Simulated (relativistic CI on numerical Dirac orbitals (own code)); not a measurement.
# Ligand-field terms of d2

Computed with a parametric ligand-field model of a d^n configuration (Racah B and C, spin-orbit zeta, crystal field), exact diagonalisation.

Field parameters in Wybourne normalisation: Oh B⁴₀ = 21Dq, B⁴₄ = √(5/14) B⁴₀; Td as Oh with Dq negative (B⁴₀ = 21Dq, B⁴₄ = √(5/14) B⁴₀). The field is a parameter set, without covalency.

(1) Ground term and bands for B = 610, C = 2930, ζ = 0 cm⁻¹, Td, 10Dq = -4150 cm⁻¹?

(2) Ground term and bands for B = 640, C = 2640, ζ = 0 cm⁻¹, Td, 10Dq = -11800 cm⁻¹?

(3) Ground term and bands for B = 1020, C = 3990, ζ = 0 cm⁻¹, Td, 10Dq = -9150 cm⁻¹?

(4) A d2 ion in Oh symmetry has the ground term 3T1 and bands at 1T2 6389 cm⁻¹ (1565 nm), 1E 6423 cm⁻¹ (1557 nm), 1A1 15017 cm⁻¹ (666 nm), 3T2 26356 cm⁻¹ (379 nm), 3T1 31213 cm⁻¹ (320 nm), 3A2 53706 cm⁻¹ (186 nm). Which parameters reproduce them?

(5) A d2 ion in Oh symmetry has the ground term 3T1 and bands at 3T2 10476 cm⁻¹ (955 nm), 1T2 15290 cm⁻¹ (654 nm), 1E 15820 cm⁻¹ (632 nm), 3A2 22376 cm⁻¹ (447 nm), 3T1 24652 cm⁻¹ (406 nm), 1T2 28323 cm⁻¹ (353 nm). Which parameters reproduce them?

Results:

(1) Ground term 3A2 with 2.00 electrons in the two orbitals of the cubic e set. Spin-allowed: 3T2 4150 cm⁻¹ (2410 nm), 3T1 7079 cm⁻¹ (1413 nm), 3T1 14521 cm⁻¹ (689 nm). Lowest spin-forbidden: 1E 10264 cm⁻¹ (974 nm), 1T2 14087 cm⁻¹ (710 nm), 1A1 15785 cm⁻¹ (634 nm). With an A2 ground term the first spin-allowed band lies at |10Dq| itself.

(2) Ground term 3A2 with 2.00 electrons in the two orbitals of the cubic e set. Spin-allowed: 3T2 11800 cm⁻¹ (847 nm), 3T1 17615 cm⁻¹ (568 nm), 3T1 27385 cm⁻¹ (365 nm). Lowest spin-forbidden: 1E 10199 cm⁻¹ (980 nm), 1A1 17781 cm⁻¹ (562 nm), 1T2 21817 cm⁻¹ (458 nm). With an A2 ground term the first spin-allowed band lies at |10Dq| itself.

(3) Ground term 3A2 with 2.00 electrons in the two orbitals of the cubic e set. Spin-allowed: 3T2 9150 cm⁻¹ (1093 nm), 3T1 15255 cm⁻¹ (656 nm), 3T1 27495 cm⁻¹ (364 nm). Lowest spin-forbidden: 1E 15514 cm⁻¹ (645 nm), 1T2 24183 cm⁻¹ (414 nm), 1A1 25310 cm⁻¹ (395 nm). With an A2 ground term the first spin-allowed band lies at |10Dq| itself.

(4) B = 390, C = 1970, ζ = 0 cm⁻¹, Oh, 10Dq = 27350 cm⁻¹.

(5) B = 1040, C = 4220, ζ = 0 cm⁻¹, Oh, 10Dq = 11900 cm⁻¹.
